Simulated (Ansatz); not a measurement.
C2HCl2 (SMILES Cl/[C]=C/Cl), doublet, at a GFN2-xTB geometry. Base run: Ansatz (a first-principles code) with SVWN5/def2-TZVP.

Input for Ansatz:
Ansatz 0.2 input:
```yaml
crystal:
  periodic: [false, false, false]
  atoms:
    - {symbol: Cl, position_ang: [2.16004770, 0.00055285, 0.03645123]}
    - {symbol: C, position_ang: [0.53545126, -0.22134976, 0.00050663]}
    - {symbol: C, position_ang: [-0.54111876, 0.50801697, 0.01043703]}
    - {symbol: Cl, position_ang: [-2.12326455, -0.19554406, -0.04333977]}
    - {symbol: H, position_ang: [-0.59130846, 1.59484734, 0.05144322]}
basis:
  gaussian:
    orbitals: def2-TZVP
hamiltonian:
  xc: {name: SVWN5}
magnetization: {spin_polarized: true, initial_magnetization: 1}
```

Each row names what was changed in the base input (with any setting that the change needs).

```tsv
change	ΔE vs base (µEh)
base	0.0
accuracy = high	0.4
forces = on	0.0
final_grid = 10, 20, 41	-0.3
fitting.mean_field = def2-universal-JKFIT	-46.4
final_grid = 14, 28, 59	-0.5
final_grid = 6, 12, 29	-0.1
lower_state_search = light	0.0
final_grid = 4, 8, 17	-108
nuclear_model = gaussian	868
point_charge = charge:-1.0 position_ang:2.2796, 0.6069, 4.7298	-2873
```
